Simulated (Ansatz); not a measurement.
Stepwise reaction of `[F][Ga]([Br])[Br]` with hydrogen fluoride, as a gas-phase model of exchange steps in deposition or etching. ΔE in kJ/mol; ΔG adds harmonic PBE0-D4 terms to CCSD(T)/CBS, at 1 bar.

Program: Ansatz. Geometries: PBE0-D4/def2-TZVP. ΔE: electronic, gas phase. CCSD(T)/CBS is the MP2 limit (def2-TZVPP, def2-QZVPP) plus CCSD(T) − MP2 in def2-TZVPP, frozen cores. This one scheme is used for every species. DFT in def2-TZVPP. B3LYP here is the variant with VWN-RPA as its local correlation; programs differ in this. For Br, Ga outer-core shells are correlated without core-valence functions, which leaves a few kJ/mol of doubt a bond. Scalar relativity is left out up to krypton.

| step | reaction | PBE-D4 | B3LYP-D4 | ωB97M-V | CCSD(T)/CBS | ΔG(600 K) |
| --- | --- | --- | --- | --- | --- | --- |
| 1 | `[F][Ga]([Br])[Br]` + H–F → `[F][Ga]([F])[Br]` + HBr | 48.6 | 46.9 | 46.4 | 53.3 | 45.2 |
| 2 | `[F][Ga]([F])[Br]` + H–F → `[F][Ga]([F])[F]` + HBr | 52.7 | 50.5 | 50.6 | 56.3 | 53.7 |

(1) By hand: ΔE of the 2 steps together at CCSD(T)/CBS.

## Answers

(1) (53.3) + (56.3) = 109.6 kJ/mol, or 54.8 kJ/mol a step.

In ΔE the steps differ by no more than 3.0 kJ/mol. All are uphill at CCSD(T)/CBS. ΔG lies between 45.2 and 53.7 kJ/mol a step. PBE-D4 differs from CCSD(T)/CBS by -4.7 to -3.6 kJ/mol a step. Isolated molecules leave out the surface, adducts and barriers. Largest T1 diagnostic: 0.015.
